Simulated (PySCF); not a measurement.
**C20H12: Orbital levels and atomic charges**

System: C20H12 (non-alternant PAH with 4-rings), SMILES c1ccc2c3c(ccc2c1)=c1c=3ccc2ccccc12.

Cartesian coordinates (Å):
```
  1 C     5.174   -0.168   -0.140
  2 C     4.611    1.049    0.300
  3 C     3.260    1.197    0.374
  4 C     2.400    0.132    0.009
  5 C     1.017    0.153    0.038
  6 C     0.225   -0.944   -0.339
  7 C     0.759   -2.136   -0.770
  8 C     2.148   -2.192   -0.811
  9 C     2.966   -1.114   -0.441
 10 C     4.377   -1.213   -0.498
 11 C    -1.017   -0.153   -0.039
 12 C    -0.225    0.945    0.338
 13 C    -0.759    2.136    0.769
 14 C    -2.148    2.192    0.811
 15 C    -2.966    1.114    0.441
 16 C    -4.377    1.213    0.499
 17 C    -5.174    0.167    0.140
 18 C    -4.611   -1.049   -0.300
 19 C    -3.259   -1.197   -0.374
 20 C    -2.400   -0.131   -0.009
 21 H     6.249   -0.260   -0.190
 22 H     5.268    1.860    0.576
 23 H     2.817    2.124    0.710
 24 H     0.157   -2.983   -1.061
 25 H     2.632   -3.101   -1.141
 26 H     4.812   -2.144   -0.834
 27 H    -0.158    2.984    1.061
 28 H    -2.633    3.101    1.141
 29 H    -4.812    2.143    0.836
 30 H    -6.249    0.260    0.190
 31 H    -5.268   -1.860   -0.577
 32 H    -2.817   -2.124   -0.710
```

Method: CAM-B3LYP/6-31G*, gas phase, PySCF, fitting set def2-universal-JFIT up to Ne and JKFIT beyond, grid level 1.

Give the orbital energies near the gap.


```csv
orbital,eV
HOMO-4,-9.14
HOMO-3,-8.18
HOMO-2,-8.11
HOMO-1,-7.50
HOMO,-5.87
LUMO,-0.72
LUMO+1,0.22
LUMO+2,0.97
LUMO+3,1.41
```

Give the partial charges of the non-hydrogen atoms.


```csv
atom,Mulliken,IAO,Hirshfeld
C1,-0.13,-0.15,-0.05
C2,-0.16,-0.14,-0.04
C3,-0.14,-0.14,-0.05
C4,0.04,-0.01,0.00
C5,-0.01,0.00,0.00
C6,0.11,0.01,0.00
C7,-0.26,-0.16,-0.05
C8,-0.21,-0.14,-0.04
C9,0.16,0.00,0.00
C10,-0.21,-0.13,-0.04
C11,-0.01,0.00,0.00
C12,0.11,0.01,0.00
C13,-0.26,-0.16,-0.05
C14,-0.21,-0.14,-0.04
C15,0.16,0.00,0.00
C16,-0.21,-0.13,-0.04
C17,-0.13,-0.15,-0.05
C18,-0.16,-0.14,-0.04
C19,-0.14,-0.14,-0.05
C20,0.04,-0.01,0.00
```
